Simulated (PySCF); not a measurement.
**Nuclear quadrupole coupling in `CC/C(=C/[SiH3])[SiH2]SC`**

C5H14SSi2.
Cartesian coordinates in Å at the GFN2-xTB level; atoms count from 1:
```
atom  x, y, z in Å
C1    -2.427   -1.105    0.829
C2    -2.204   -0.464   -0.540
C3    -0.916    0.315   -0.559
C4    -0.924    1.650   -0.561
Si5    0.546    2.823   -0.514
Si6    0.651   -0.725   -0.559
S7     1.660   -0.434    1.314
C8     3.153   -1.424    0.998
H9    -3.354   -1.673    0.839
H10   -1.605   -1.774    1.077
H11   -2.480   -0.337    1.598
H12   -3.045    0.195   -0.770
H13   -2.168   -1.246   -1.303
H14   -1.898    2.135   -0.566
H15    0.105    4.095   -1.097
H16    1.657    2.300   -1.314
H17    0.973    3.043    0.868
H18    1.583   -0.366   -1.630
H19    0.353   -2.157   -0.666
H20    3.706   -0.994    0.168
H21    3.752   -1.389    1.901
H22    2.874   -2.449    0.777
```

Field gradients from the PBE0/pcSseg-1 density (PySCF, non-relativistic), principal values in atomic units, ordered |Vxx| ≤ |Vyy| ≤ |Vzz|:

```json
{"atom": "S7", "Vxx": "0.1615", "Vyy": "2.1530", "Vzz": "-2.3145"}
```

Find the asymmetry η = (Vxx − Vyy)/Vzz and the couplings χ = eQV/h (234.96 MHz × Q in barn × V in au), with Q(33S) = −0.0678 b.

| atom | environment | nucleus | η | χzz (MHz) | χxx (MHz) | χyy (MHz) |
| --- | --- | --- | --- | --- | --- | --- |
| S7 | sulfur bonded to C and Si | 33S | 0.86 | 36.87 | -2.57 | -34.30 |

What is Vzz at S7 in SI units (1 au = 9.71736 × 10²¹ V/m²)?

-2.3145 au = -22.490 × 10²¹ V/m².

And the gradient at the other heavy atoms, for which no coupling is worked out here?

```tsv
atom	environment	Vzz (au)	η
C1	methyl carbon	0.079	0.19
C2	allylic carbon	-0.071	0.69
C3	fully substituted alkene carbon	0.357	0.44
C4	alkene CH carbon	0.338	0.42
Si5	SiH3 silicon	0.113	0.73
Si6	SiH2 silicon	0.462	0.13
C8	S-methyl carbon	0.292	0.03
```

What couplings would deuterons (Q(2H) = 0.00286 b) have in place of the hydrogens, at this geometry?

| atom | bonded to | bond length (Å) | Vzz (au) | η | χzz (kHz) |
| --- | --- | --- | --- | --- | --- |
| H9 | C1 | 1.088 | 0.3156 | 0.02 | 212 |
| H10 | C1 | 1.088 | 0.3117 | 0.04 | 209 |
| H11 | C1 | 1.088 | 0.3131 | 0.02 | 210 |
| H12 | C2 | 1.094 | 0.3001 | 0.03 | 202 |
| H13 | C2 | 1.093 | 0.3010 | 0.03 | 202 |
| H14 | C4 | 1.089 | 0.3154 | 0.05 | 212 |
| H15 | Si5 | 1.467 | 0.1598 | 0.02 | 107 |
| H16 | Si5 | 1.466 | 0.1611 | 0.03 | 108 |
| H17 | Si5 | 1.463 | 0.1637 | 0.02 | 110 |
| H18 | Si6 | 1.464 | 0.1626 | 0.02 | 109 |
| H19 | Si6 | 1.467 | 0.1596 | 0.03 | 107 |
| H20 | C8 | 1.085 | 0.3147 | 0.03 | 211 |
| H21 | C8 | 1.085 | 0.3182 | 0.04 | 214 |
| H22 | C8 | 1.085 | 0.3149 | 0.03 | 212 |

One conformer (not necessarily the lowest) at the GFN2-xTB geometry, without solvent, vibrations or thermal averaging. GFN2-xTB bond lengths can be off by several hundredths of an ångström, more for odd bonds, and the gradients follow them. The small basis limits the accuracy of the gradients.
